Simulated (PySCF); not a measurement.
Gas-phase XPS of `Cc1cc([SiH3])c(C)[pH]1`, computed

Compound: C6H11PSi.
Geometry (PBE0-D3(BJ)/def2-SVP, Å), atoms numbered from 1 in this order:
```
atom  x, y, z in Å
C1     3.0424   -0.5473    0.0337
C2     1.5539   -0.5372    0.1311
C3     0.7643    0.5332    0.4039
C4    -0.6738    0.2773    0.4508
Si5   -1.9265    1.6276    0.8158
C6    -1.0020   -1.0272    0.2043
C7    -2.3687   -1.6254    0.1675
P8     0.4888   -1.9456   -0.2925
H9     3.4883   -1.3278    0.6719
H10    3.4602    0.4215    0.3453
H11    3.3810   -0.7475   -0.9961
H12    1.1760    1.5316    0.5867
H13   -2.8023    1.9037   -0.3658
H14   -1.1968    2.8828    1.1702
H15   -2.8158    1.2534    1.9595
H16   -2.4061   -2.5902    0.6982
H17   -2.6939   -1.8191   -0.8685
H18   -3.1133   -0.9610    0.6320
H19    0.6675   -2.7782    0.8539
```

Computed with delta-SCF UKS SCAN, pcX-2 on the ionised atom, pcseg-1 elsewhere, spin-free X2C (PySCF). Vertical ΔSCF values, vacuum level as zero.

Problem. What binding energy does each computed site have?

Solution. 
```csv
atom(s),bonded to,level,binding energy (eV),2p1/2 (eV),above the level's lowest (eV),count
Si5,C and 3 H,Si 2p3/2,106.40,107.02,0.00,1
P8,2 C (aromatic in the SMILES) and H,P 2p3/2,136.12,137.01,0.00,1
C4,2 C (aromatic in the SMILES) and Si,C 1s,289.57,–,0.00,1
C2,"C (aromatic in the SMILES), C and P (aromatic in the SMILES)",C 1s,289.80,–,+0.23,1
C6,"C (aromatic in the SMILES), C and P (aromatic in the SMILES)",C 1s,289.80,–,+0.23,1
C3,2 C (aromatic in the SMILES) and H,C 1s,289.89,–,+0.32,1
C1,C and 3 H,C 1s,290.75,–,+1.18,1
C7,C and 3 H,C 1s,290.76,–,+1.19,1
Si5,C and 3 H,Si 1s,1846.17,–,0.00,1
P8,2 C (aromatic in the SMILES) and H,P 1s,2149.71,–,0.00,1
```

The listed C 1s values span 1.19 eV, from C4 (bonded to 2 C (aromatic in the SMILES) and Si) to C7 (bonded to C and 3 H). Summing the Pauling electronegativity differences to the bonded atoms, each weighted by its formal bond order, gives -0.65 for the lowest site and -1.05 for the highest; the largest sum, -0.35, belongs to C3, 0.87 eV below the top. The smallest sum, -1.05, belongs to C1, 1.18 eV above the lowest. The values 289.80 and 289.80 eV; the values 290.75 and 290.76 eV lie too close for their order to be trusted.

Problem. Express the binding energy of Si 2p3/2 of Si5 in atomic units and per mole.

Solution. 106.40 eV = 3.9101 Eh = 10266 kJ/mol.

For 2p shells one spin-free hole was relaxed; a mean-field spin–orbit operator and the ground-state splitting of the three 2p orbitals were then diagonalised within the shell. The shell's mean is (2 × 2p3/2 + 2p1/2)/3, and the degeneracies 2j + 1 give areas of 2:1. 2p1/2 minus 2p3/2 (ligand field included): Si 0.62 eV, P 0.89 eV. Isolated species at its PBE0-D3(BJ)/def2-SVP geometry, gas phase.
